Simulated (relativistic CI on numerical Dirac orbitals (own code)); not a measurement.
Method of calculation: Dirac-Coulomb-Breit CI, orbitals from a KLI potential per configuration, a model potential for QED, unscaled Slater integrals (own radial code, finite nucleus).

The strongest absorption lines from the ground level of an ion, among the configurations computed and to levels below about 944 eV (vacuum wavelength in nm, gf): 1.3243 (0.05), 1.3264 (0.027), 1.5227 (0.11), 1.5275 (0.058), 2.1199 (0.35), 2.1387 (0.2), 17.873 (0.43), 21.958 (0.17).

**Question.** Which ion is it?
A. Kr XXIV
B. Zr XXX
C. Ge XXII
D. Kr XXVI

**Answer.** D. Kr XXVI has 11 electrons and the ground level 3s 2S_1/2; the strongest line goes to 3p 2P°_3/2. The pattern of lines fixes the number of electrons, and along that sequence the line energies rise steadily with the charge (about as its square where n changes within one kind of shell, about linearly where n is kept but much faster in heavy ions where fine structure, which grows about as Z⁴, sets the gap, and irregularly where shells cross), which fixes Z. Configurations outside the model, such as inner-shell arrays, can give stronger lines. At this charge energies of transitions that change n are usually good to better than 1 %, and those within a shell (Δn = 0) to a few per cent.
